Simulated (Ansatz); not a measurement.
Geometry optimisation, RHF/def2-SVP in Ansatz.

Input:

```yaml
crystal:
  periodic: [false, false, false]
  atoms:
    - { symbol: Al, position_ang: [0.0, 0.0, 0.0] }
    - { symbol: H, position_ang: [0.0, 0.0, 1.91] }
    - { symbol: "N", position_ang: [1.6627, 0.0, -0.96] }
    - { symbol: H, position_ang: [2.1293, -0.9179, -1.2118] }
    - { symbol: H, position_ang: [2.1141, 0.9179, -1.2382] }
    - { symbol: "N", position_ang: [-1.6627, 0.0, -0.96] }
    - { symbol: H, position_ang: [-2.3316, -0.8164, -0.8614] }
    - { symbol: H, position_ang: [-1.9118, 0.8164, -1.5886] }
    - { symbol: F, position_ang: [0.0892, 1.8864, 0.6275] }
    - { symbol: H, position_ang: [0.0478, 1.0118, 1.7645] }
basis:
  gaussian: { orbitals: def2-SVP }
hamiltonian:
  xc: hf
relax:
  f_tol: 0.15
  max_steps: 25
  restrain:
    - { distance: [0, 8], at: 2.89, k: 30.0 }
    - { distance: [9, 1], at: 1.86, k: 30.0 }
    - { distance: [0, 1], at: 1.56, k: 30.0 }
    - { distance: [9, 8], at: 0.92, k: 30.0 }
```

Command:

```bash
$ ansatz run input.yaml --threads 1 --pin off --max-ram 2048MiB --backend cpu --events-out ev --progress --plain --runs-dir out
```

**Question.** Where does it end, and by what steps?

**Answer.** The forces met the threshold. The restraints hold the end off the free minimum. After 21 steps the energy has fallen by 2.417 eV (the restraints' own energy left out); H4 moved furthest, 1.21 Å. Parted: Al1–F9 (1.99 → 2.89 Å). Joined: F9–H10 (1.44 → 0.91 Å).

```
step  energy less start (eV)  largest force component (eV/Å)  accepted
   0                  0.0000                           4.770       yes
   1                  0.0953                           3.699       yes
   2                 -0.9092                           2.751       yes
   3                 -1.3831                           2.709       yes
   4                 -1.7660                           1.714       yes
   5                 -1.9942                           0.747       yes
   6                 -2.0919                           1.373       yes
   7                 -2.1679                           0.722       yes
   8                 -2.2156                           0.356       yes
   9                 -2.2394                           0.402       yes
  10                 -2.2316                           1.283        no
  11                 -2.2597                           0.331       yes
  12                 -2.2812                           0.381       yes
  13                 -2.3161                           0.359       yes
  14                 -2.3594                           0.291       yes
  15                 -2.3894                           0.296       yes
  16                 -2.3402                           1.870        no
  17                 -2.3926                           0.667       yes
  18                 -2.4055                           0.383       yes
  19                 -2.4119                           0.386       yes
  20                 -2.4079                           0.762        no
  21                 -2.4167                           0.305       yes
```

```xyz
10
Properties=species:S:1:pos:R:3
Al 0.004 -0.111 -0.125
H 0.000 -0.152 1.444
N 1.554 -0.083 -0.976
H 1.677 -0.098 -1.970
H 2.445 0.028 -0.529
N -1.540 -0.240 -0.980
H -2.431 -0.328 -0.531
H -1.668 -0.196 -1.972
F 0.051 2.407 1.293
H 0.046 1.671 1.829
```

Time of the run: 49 s on 1 thread of Intel(R) Xeon(R) Platinum 8259CL CPU @ 2.50GHz (Skylake/Cascade Lake), with other jobs on the host, peak memory 0.17 GiB.
